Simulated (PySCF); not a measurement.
Level of theory: PBE-D3(BJ)/def2-TZVP // B3LYP-D3(BJ)/def2-SVP (PySCF). Gas-phase values, no solvent. One relaxed conformer stands for a flexible species; it need not be the lowest. 

Reference species (SMILES): `[F][Ge]([F])([O]C)[O]C` (C–O–Ge–F torsion 170°, F–Ge–O–C torsion 67°) (neutral, multiplicity 1).

```yaml
HOMO: -7.15 eV
HOMO–LUMO gap: 5.37 eV
```

Changed species: `[O](C)[Ge]([F])([O]C)[O]C` (3 of 4 F replaced by OCH3; the reference has 2 of 4 F replaced by OCH3).

What does the change do to the HOMO and HOMO–LUMO gap?

the HOMO goes up by 0.38 eV, to -6.77 eV; the HOMO–LUMO gap rises by 0.13 eV, to 5.50 eV.
